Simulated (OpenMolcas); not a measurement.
## Ni2+: effect of the metal basis

Ni2+ with its 6 nearest fluoride ions at 2.009 Å, on the Zn site of KZnF3 (a = 4.054 Å, distance in the model lattice 2.027 Å). The rest of the host is ab initio model potentials to 7.6 Å and point charges beyond; the distance is set by hand and nothing relaxes.

| Item | Value |
| --- | --- |
| Program | OpenMolcas |
| Method | SS-CASPT2, IPEA 0.25 Eh, imaginary shift 0.1 Eh (closed shells correlated: 3s 3p and the ligand valence shells) |
| Spin-orbit coupling | RASSI with atomic mean-field integrals over the reference wave functions |

Fixed: ligand basis ANO-RCC-VDZP, active space 8 electrons in 5 orbitals (3d), DKH2 Hamiltonian.

States (labels of O, the rotations of Oh). Energies in cm-1 above the lowest state or level, χT in cm3 K/mol.

| Run | Metal basis | Ground state | First state of that spin | First gap with spin-orbit (degeneracies) | χT at 300 K | First state of another spin | Cost |
| --- | --- | --- | --- | --- | --- | --- | --- |
| A | ANO-RCC-VDZP | 3A2 | 3T2 8650 | 8320 (3, 2) | 1.358 | 1E 14720 | roughly 90 core-seconds |
| B | ANO-RCC-VTZP | 3A2 | 3T2 8480 | 8160 (3, 2) | 1.361 | 1E 14360 | roughly 3 core-minutes |

Against A, the first state of the same spin changes by -2.0 % in B.

Costs are those of the CASPT2 steps.

Roots that are degenerate in the reference are averaged as groups; the widest CASPT2 spread within a group is 230 cm-1 (the 3-fold group of multiplicity 1 near 21800 cm-1 above the lowest state of its run, B). Shifts and gaps below about the spread of the groups concerned are not significant. Over all roots computed the reference weight is 0.73 to 0.74 in A, 0.72 to 0.74 in B; a low but even weight reflects the number of correlated electrons. A single d shell leaves out the double-shell effect, which counts most for late 3d ions, where the CASPT2 field can be off either way by tens of per cent. Ligand-to-metal charge-transfer states are missing. These CASPT2 states fit no ligand-field parameters well, so their order and spin gaps are uncertain. For late 3d ions with one d shell CASPT2 can put B and the spin-flip bands somewhat low as well as high. With one d shell and no ligand orbital active, 10Dq can be off by tens of per cent for divalent 3d ions, low with halides held by bare charges and at times high in hosts, and the orbital part of g and χT goes as 1/10Dq. Free-ion shares, where given, are those of the reference states; single-state CASPT2 does not remix them. No measured value stands beside these numbers; the geometry was set by hand and not optimised.
